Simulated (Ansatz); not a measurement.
Geometry optimisation, RKS B3LYP-D4/def2-SVP in Ansatz.

input.yaml

```yaml
crystal:
  periodic: [false, false, false]
  atoms:
    - { symbol: Al, position_ang: [0.0, 0.0, 0.0] }
    - { symbol: H, position_ang: [0.0, 0.0, 1.91] }
    - { symbol: Cl, position_ang: [1.9312, 0.0, -1.115] }
    - { symbol: Cl, position_ang: [-1.9312, 0.0, -1.115] }
    - { symbol: F, position_ang: [0.0832, -1.8866, 0.6275] }
    - { symbol: H, position_ang: [0.0446, -1.0119, 1.7645] }
basis:
  gaussian: { orbitals: def2-SVP }
hamiltonian:
  xc: b3lyp
  dispersion: d4
relax:
  f_tol: 0.15
  max_steps: 25
  restrain:
    - { distance: [0, 4], at: 1.69, k: 30.0 }
    - { distance: [5, 1], at: 0.66, k: 30.0 }
    - { distance: [0, 1], at: 2.76, k: 30.0 }
    - { distance: [5, 4], at: 2.12, k: 30.0 }
```

Run as:

```bash
$ ansatz run input.yaml --threads 1 --pin off --max-ram 2048MiB --backend cpu --events-out ev --progress --plain --runs-dir out
```

**Question.** Where does it end, and by what steps?

**Answer.** The run converged. The restraints hold the end off the free minimum. After 7 steps the energy has fallen by 2.176 eV (the restraints' own energy left out); Al1 moved furthest, 0.77 Å. Joined: H2–H6 (1.02 → 0.72 Å).

| step | energy less start (eV) | largest force component (eV/Å) | accepted |
| --- | --- | --- | --- |
| 0 | 0.0000 | 3.816 | yes |
| 1 | -0.7655 | 4.624 | yes |
| 2 | -1.4877 | 3.501 | yes |
| 3 | -1.9201 | 2.326 | yes |
| 4 | -2.1422 | 1.926 | yes |
| 5 | -2.1064 | 1.485 | no |
| 6 | -2.1683 | 1.666 | yes |
| 7 | -2.1765 | 1.671 | yes |

```xyz
6
Properties=species:S:1:pos:R:3
Al 0.010 -0.619 -0.461
H 0.053 0.015 2.222
Cl 1.821 0.249 -0.998
Cl -1.817 0.185 -1.049
F 0.022 -2.067 0.381
H 0.039 -0.662 1.978
```

Time of the run: 27 s on 1 thread of Arm Neoverse V1 (shared host), peak memory 0.15 GiB.
